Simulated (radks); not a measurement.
Effect of the nuclear size on neutral neon, [Ne]. Method: Dirac Kohn-Sham, BLYP, spin-unpolarised, spherical densities, finite nucleus; Fermi nuclear charge, rms radius 3.0055 fm; computed with a radial shooting solver on a logarithmic mesh with Libxc functionals. The rms radius is varied about that value; shifts are against it.

rms radius (fm)  total energy shift (eV)  density at nucleus (e/bohr^3)  1s1/2 shift (meV)
2.5847                         -0.000310                          649.1             -0.128
2.8222                         -0.000141                          648.7             -0.058
3.0055                                 0                          648.4              0.000
3.2429                          0.000195                          648.1              0.080
3.3061                          0.000250                            648              0.103

Slopes of the eigenvalues against <r^2> in GHz/fm^2, as finite differences over the two radii next to the reference (eigenvalue slopes, not the field-shift constants of lines): 1s1/2 13.1.
